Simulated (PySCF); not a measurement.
Gas-phase equilibrium of 1 mol HCl, 15 mol O2 at 1000 K and 10.0 bar, among 14 species (ClO, O2, HCl, O, HO2, H2O, H, HOCl, H2O2, O3, H2, Cl, Cl2, OH). Only gases are allowed; each row takes one source of thermochemistry for all species, and Cantera finds the minimum.

Energies from PySCF, thermal terms from the rigid-rotor harmonic-oscillator model, ideal gas at 1 bar. 'Table' is the NASA 1993 thermochemical table (part measured, part estimated). † marks an energy on the PBE0/def2-TZVP geometry and frequencies; other levels use their own. 6-31G* has spherical d functions here. Open shells (unrestricted) among the columns below: O2 (multiplicity 3), Cl (multiplicity 2, electronic degeneracy 6); the rest are closed-shell singlets. Spin-orbit splitting is ignored; it lowers the true energy and changes the entropy of Cl. B3LYP is the form with VWN-RPA correlation. The harmonic model lacks anharmonicity and excited electronic states, which grow with temperature; levels with a mode under 35 cm⁻¹ are left out. The table's entry may be an old estimate for HOCl (not checked at source).

Molecules larger than those listed are left out.

Mole fractions:

```csv
thermochemistry,x O2,x HCl,x H2O,x Cl2,x Cl,x HOCl
table,0.94,0.021,0.021,0.021,1.8e-5,1.0e-5
B3LYP/6-31G*,0.94,0.058,0.0024,0.0023,7.9e-5,2.1e-6
M06-2X/def2-TZVP†,0.94,0.025,0.019,0.019,1.6e-5,1.3e-5
PBE0/def2-SVP†,0.94,0.058,0.0023,0.0022,2.8e-5,5.7e-7
PBE0/def2-TZVP,0.94,0.040,0.012,0.012,1.3e-5,4.4e-6
LDA/def2-TZVP†,0.94,0.015,0.024,0.024,4.9e-8,6.8e-5
ωB97X-V/def2-TZVP†,0.94,0.045,0.0091,0.0091,1.5e-5,4.6e-6
```
The most sensitive of these is Cl: it spans a factor of 10^3.2 over these rows; at this temperature one factor of ten is RT ln 10 = 19 kJ/mol.
